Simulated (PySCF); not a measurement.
## Radial density of Zr²⁺ (zirconium, charge +2)

UHF, [Kr] 4d2, high-spin 3F determinant. Calculation: PySCF 2.14, in aug-cc-pVDZ-PP with ECP28MDF (5s5p4d2f, 54 functions); scalar relativity through the core potential. This is the valence pseudo-density: the core potential removes the inner electrons and smooths the orbitals near the nucleus.

| r (bohr) | 4πr²ρ (e/bohr) | 4πr²(ρα − ρβ) |
| --- | --- | --- |
| 0.0368 | 1.062e-05 | 0.0000 |
| 0.0620 | 3.318e-05 | 0.0000 |
| 0.104 | 0.0001348 | 0.0000 |
| 0.175 | 0.0009939 | 0.0001 |
| 0.295 | 0.01579 | 0.0019 |
| 0.496 | 0.4505 | 0.0338 |
| 0.834 | 5.441 | 0.3454 |
| 1.40 | 7.542 | 1.0696 |
| 2.36 | 1.482 | 0.7118 |
| 3.97 | 0.09399 | 0.0882 |
| 6.68 | 0.0004502 | 0.0004 |

Energies and moments cover only the electrons outside the core potential.
